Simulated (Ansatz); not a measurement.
Pd₂O₂, relaxed as a singlet with RKS r2SCAN-D4/def2-TZVP in Ansatz, starting from the GFN1-xTB geometry. Force threshold 0.02 eV/Å.

In the def2 sets Pd takes a core potential; there is no spin–orbit coupling. The restricted singlet is unstable: a solution with broken spin symmetry lies lower. An occupied level of the charge 0 singlet lies above an empty one (by up to 0.01 eV), so this SCF solution is probably not the lowest. The relaxation made no stability test and no search for a lower SCF solution. At r2SCAN-D4/def2-TZVP a triplet of charge 0 lies 0.48 eV below the restricted singlet, each at its own geometry. Another isomer (singlet) lies 0.05 eV lower at PBE0-D4/def2-TZVP.

Start:

Cartesian coordinates in Å:
```
Pd 0.059 0.815 -0.825
Pd -0.058 -0.815 0.826
O 0.663 0.941 0.976
O -0.663 -0.941 -0.977
```

```
step  energy (eV)  largest force component (eV/Å)  SCF passes
   1  -11054.1673                           1.668          48
   2  -11054.2434                           0.886          25
   3  -11054.2549                           0.455          26
   4  -11054.2601                           0.006          25
```

Force components are those of the run's own axes.

End:

| atom | x (Å) | y (Å) | z (Å) |
| --- | --- | --- | --- |
| Pd1 | 0.0588 | 0.8195 | -0.8297 |
| Pd2 | -0.0588 | -0.8196 | 0.8297 |
| O3 | 0.6858 | 0.9739 | 1.0106 |
| O4 | -0.6858 | -0.9739 | -1.0107 |

By distances, no bond broke or formed. The bond that changes most is Pd1–O3, from 1.90 to 1.95 Å (atoms count from 1).

No frequencies were taken in this run, so the end may be a saddle point.

It took 5.5 s on 4 threads of Intel Xeon 6975P-C on a shared host.
